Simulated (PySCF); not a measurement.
C₈H₆O₂S, SMILES Oc1ccc(-c2ccco2)s1, singlet, GFN2-xTB optimised geometry.

```
17

O     -3.93     1.83    -0.02
C     -2.91     0.95    -0.01
C     -3.01    -0.41     0.00
C     -1.76    -1.05     0.00
C     -0.70    -0.19     0.00
C      0.70    -0.49     0.00
C      1.80     0.34     0.00
C      2.93    -0.51     0.00
C      2.44    -1.78     0.00
O      1.10    -1.78     0.00
S     -1.24     1.47    -0.01
H     -3.60     2.73    -0.03
H     -3.96    -0.92     0.00
H     -1.63    -2.12     0.01
H      1.79     1.41     0.00
H      3.96    -0.21     0.00
H      2.93    -2.73     0.00
```

Density from PySCF with PBE0/def2-SVP at that geometry.

Minimum of the electron density along straight lines between bonded atoms, close to the bond critical point (lines longer than 1.1 times the sum of covalent radii, or with two minima, are not listed):

```tsv
bond	length / Å	ρ at the minimum / e bohr⁻³	∇²ρ there / e bohr⁻⁵	position (fraction from the first atom)
O1–C2	1.346	0.296	-0.29	0.67
C2–C3	1.361	0.322	-0.83	0.53
C3–C4	1.409	0.296	-0.73	0.50
C4–C5	1.366	0.318	-0.79	0.49
C5–C6	1.432	0.287	-0.72	0.50
C6–C7	1.374	0.319	-0.80	0.52
C7–C8	1.412	0.293	-0.70	0.50
C8–C9	1.361	0.326	-0.83	0.48
C6–O10	1.354	0.286	-0.06	0.33
C9–O10	1.345	0.288	0.11	0.33
C2–S11	1.743	0.209	-0.45	0.48
C5–S11	1.743	0.206	-0.41	0.46
O1–H12	0.964	0.356	-2.39	0.82
C3–H13	1.074	0.283	-1.09	0.63
C4–H14	1.075	0.285	-1.11	0.64
C7–H15	1.071	0.285	-1.10	0.63
C8–H16	1.071	0.286	-1.11	0.63
C9–H17	1.072	0.291	-1.17	0.65
```
